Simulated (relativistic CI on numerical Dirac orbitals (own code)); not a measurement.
A reference radial Dirac CI calculation of C gave the lowest total energy -37.71499 Ha in 47 SCF steps, from this input:

```
atom C  Z=6  charge=0  electrons=6
nucleus A=12  rms_radius_fm=2.4702
hamiltonian dirac-coulomb  breit=on  qed=on  c_scale=1
orbitals kli  potential=per-configuration
slater_scale 1
correlation none
mixing on
grid step=0.0125 r_max=102.8
scf mixing=0.4 start=green max_iterations=150 tolerance=2e-08 node_fill=0.05
configurations
  [He] 2s2 2p2
  [He] 2s 2p3
  [He] 2s2 2p 3s
  [He] 2p4
  [He] 2s2 2p 3p
end
```

One setting was then changed (and the iteration limit cut to 96), and the output read:

```
error: configuration [He] 2s2 2p2 has 6 electrons, the ion has 4
end: refused
```

Question: Which setting was changed?
A. charge
B. start potential
C. speed of light
D. node fill of the KLI weights

Answer: A. The charge 2. This setting is bad on purpose; its numbers may not be properties of the ion.
